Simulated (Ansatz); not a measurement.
Two isomers of C3H5FGe: A = `C#[C][GeH]([CH3])[F]`, B = `FC1=C[CH]1[GeH3]`.

Calculated with Ansatz (gas phase, PBE0-D4/def2-TZVP geometries, no zero-point term in ΔE). CCSD(T)/CBS adds triple-zeta CCSD(T) − MP2 to the extrapolated MP2 energy (def2 sets, frozen cores). Functionals use def2-TZVPP. B3LYP here is the variant with VWN-RPA as its local correlation; programs differ in this. For Ge outer-core shells are correlated without core-valence functions, which leaves a few kJ/mol of doubt a bond. Scalar relativity is left out up to krypton.

**Question.** Which isomer does CCSD(T)/CBS put lower? Give the gap. (Estimate.)

**Answer.** Computed: A, by 311.1 kJ/mol.

**Question.** Give E(B) − E(A) in kJ/mol with PBE0-D4, BLYP-D4, ωB97M-V, PBE-D4, CCSD/def2-TZVPP, B3LYP-D4, LDA (SPW92). (An estimate is asked.)

**Answer.** The calculation gave: PBE0-D4 266.3, BLYP-D4 290.8, ωB97M-V 294.0, PBE-D4 257.7, CCSD/def2-TZVPP 315.9, B3LYP-D4 294.8, LDA (SPW92) 226.4. None reverses the order clearly.

**Question.** Does the order hold for the free energy at 298.15 K (harmonic terms from PBE0-D4)? (An estimate is asked.)

**Answer.** Computed: Yes: G(B) − G(A) = +303.1 kJ/mol.

Largest T1 diagnostic: 0.012.

From PBE to PBE0 (25 % exact exchange), in def2-TZVPP and without D4, E(B) − E(A) moves by +8.4 kJ/mol. In def2-TZVPP, CCSD(T) changes the Hartree–Fock value by −23.6 kJ/mol (the triples alone add −3.5 kJ/mol) and MP2 by −14.1 kJ/mol.
